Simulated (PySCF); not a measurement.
2,3,3-trifluoroprop-1-ene (C₃H₃F₃), SMILES C=C(F)C(F)F.

The structure is a stationary point at PBE-D3(BJ)/def2-SVP. Other conformers were not sampled.

Method: PySCF 2.14.0 with PBE-D3(BJ)/def2-SVP.

Frequencies are harmonic and unscaled.

Computed harmonic wavenumbers and intensities:
```json
[
 {"mode": "1", "ν (cm⁻¹)": "68", "IR (km/mol)": "1.5", "moving atoms (share of kinetic energy)": "F 69 %, C 22 %, H 9 %"},
 {"mode": "2", "ν (cm⁻¹)": "223", "IR (km/mol)": "0.6", "moving atoms (share of kinetic energy)": "F 77 %, C 17 %"},
 {"mode": "3", "ν (cm⁻¹)": "288", "IR (km/mol)": "5.4", "moving atoms (share of kinetic energy)": "C 46 %, F 34 %, H 20 %"},
 {"mode": "4", "ν (cm⁻¹)": "401", "IR (km/mol)": "2.6", "moving atoms (share of kinetic energy)": "F 61 %, C 28 %, H 11 %"},
 {"mode": "5", "ν (cm⁻¹)": "474", "IR (km/mol)": "5.6", "moving atoms (share of kinetic energy)": "F 51 %, C 25 %, H 24 %"},
 {"mode": "6", "ν (cm⁻¹)": "544", "IR (km/mol)": "2.8", "moving atoms (share of kinetic energy)": "F 65 %, C 30 %"},
 {"mode": "7", "ν (cm⁻¹)": "659", "IR (km/mol)": "9.6", "moving atoms (share of kinetic energy)": "C 50 %, F 36 %, H 14 %"},
 {"mode": "8", "ν (cm⁻¹)": "730", "IR (km/mol)": "0.2", "moving atoms (share of kinetic energy)": "H 88 %, C 8 %"},
 {"mode": "9", "ν (cm⁻¹)": "849", "IR (km/mol)": "49.1", "moving atoms (share of kinetic energy)": "H 72 %, C 27 %"},
 {"mode": "10", "ν (cm⁻¹)": "908", "IR (km/mol)": "20.0", "moving atoms (share of kinetic energy)": "C 72 %, H 18 %, F 11 %"},
 {"mode": "11", "ν (cm⁻¹)": "919", "IR (km/mol)": "22.9", "moving atoms (share of kinetic energy)": "H 50 %, C 30 %, F 20 %"},
 {"mode": "12", "ν (cm⁻¹)": "1088", "IR (km/mol)": "161.8", "moving atoms (share of kinetic energy)": "C 59 %, F 33 %, H 9 %"},
 {"mode": "13", "ν (cm⁻¹)": "1120", "IR (km/mol)": "140.3", "moving atoms (share of kinetic energy)": "C 52 %, F 34 %, H 15 %"},
 {"mode": "14", "ν (cm⁻¹)": "1238", "IR (km/mol)": "78.9", "moving atoms (share of kinetic energy)": "C 45 %, H 43 %, F 12 %"},
 {"mode": "15", "ν (cm⁻¹)": "1327", "IR (km/mol)": "9.8", "moving atoms (share of kinetic energy)": "H 84 %, C 14 %"},
 {"mode": "16", "ν (cm⁻¹)": "1334", "IR (km/mol)": "22.3", "moving atoms (share of kinetic energy)": "H 84 %, C 14 %"},
 {"mode": "17", "ν (cm⁻¹)": "1382", "IR (km/mol)": "63.3", "moving atoms (share of kinetic energy)": "C 60 %, H 37 %"},
 {"mode": "18", "ν (cm⁻¹)": "1713", "IR (km/mol)": "60.6", "moving atoms (share of kinetic energy)": "C 93 %"},
 {"mode": "19", "ν (cm⁻¹)": "2963", "IR (km/mol)": "42.2", "moving atoms (share of kinetic energy)": "H 92 %"},
 {"mode": "20", "ν (cm⁻¹)": "3117", "IR (km/mol)": "3.2", "moving atoms (share of kinetic energy)": "H 94 %"},
 {"mode": "21", "ν (cm⁻¹)": "3229", "IR (km/mol)": "1.0", "moving atoms (share of kinetic energy)": "H 89 %, C 11 %"}
]
```
